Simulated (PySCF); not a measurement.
## Radial density of Ge⁺ (germanium, charge +1)

UHF, [Ar] 3d10 4s1 4p2, high-spin 4P determinant (an excited configuration). All numbers are calculated (PySCF 2.14, scalar relativity by spin-free X2C-1e, in x2c-TZVPPall (6s5p4d1f, 48 functions)).

```json
{"r (bohr)": "0.000739", "4πr²ρ (e/bohr)": "0.2482", "4πr²(ρα − ρβ)": "0.0001"}
{"r (bohr)": "0.00124", "4πr²ρ (e/bohr)": "0.6161", "4πr²(ρα − ρβ)": "0.0004"}
{"r (bohr)": "0.00209", "4πr²ρ (e/bohr)": "1.521", "4πr²(ρα − ρβ)": "0.0009"}
{"r (bohr)": "0.00352", "4πr²ρ (e/bohr)": "3.642", "4πr²(ρα − ρβ)": "0.0021"}
{"r (bohr)": "0.00591", "4πr²ρ (e/bohr)": "8.220", "4πr²(ρα − ρβ)": "0.0046"}
{"r (bohr)": "0.00995", "4πr²ρ (e/bohr)": "16.84", "4πr²(ρα − ρβ)": "0.0091"}
{"r (bohr)": "0.0167", "4πr²ρ (e/bohr)": "29.31", "4πr²(ρα − ρβ)": "0.0152"}
{"r (bohr)": "0.0281", "4πr²ρ (e/bohr)": "38.89", "4πr²(ρα − ρβ)": "0.0187"}
{"r (bohr)": "0.0473", "4πr²ρ (e/bohr)": "35.82", "4πr²(ρα − ρβ)": "0.0204"}
{"r (bohr)": "0.0796", "4πr²ρ (e/bohr)": "32.43", "4πr²(ρα − ρβ)": "0.0515"}
{"r (bohr)": "0.134", "4πr²ρ (e/bohr)": "45.04", "4πr²(ρα − ρβ)": "0.0840"}
{"r (bohr)": "0.225", "4πr²ρ (e/bohr)": "33.11", "4πr²(ρα − ρβ)": "-0.0351"}
{"r (bohr)": "0.379", "4πr²ρ (e/bohr)": "24.20", "4πr²(ρα − ρβ)": "0.1081"}
{"r (bohr)": "0.637", "4πr²ρ (e/bohr)": "25.98", "4πr²(ρα − ρβ)": "0.0308"}
{"r (bohr)": "1.07", "4πr²ρ (e/bohr)": "7.507", "4πr²(ρα − ρβ)": "0.3536"}
{"r (bohr)": "1.80", "4πr²ρ (e/bohr)": "2.041", "4πr²(ρα − ρβ)": "1.5507"}
{"r (bohr)": "3.03", "4πr²ρ (e/bohr)": "0.7373", "4πr²(ρα − ρβ)": "0.7336"}
{"r (bohr)": "5.10", "4πr²ρ (e/bohr)": "0.05891", "4πr²(ρα − ρβ)": "0.0588"}
{"r (bohr)": "8.58", "4πr²ρ (e/bohr)": "0.0002758", "4πr²(ρα − ρβ)": "0.0003"}
```

Densities and radii are taken from the X2C orbitals without a picture-change correction, which distorts them close to the nucleus.

**Question.** Where is the radial spin density 4πr²(ρα − ρβ) most negative, and why is it negative at all?

**Answer.** Around r = 0.225 bohr, down to -0.0351 e/bohr: exchange with the open shell polarises the paired shells in an unrestricted calculation.
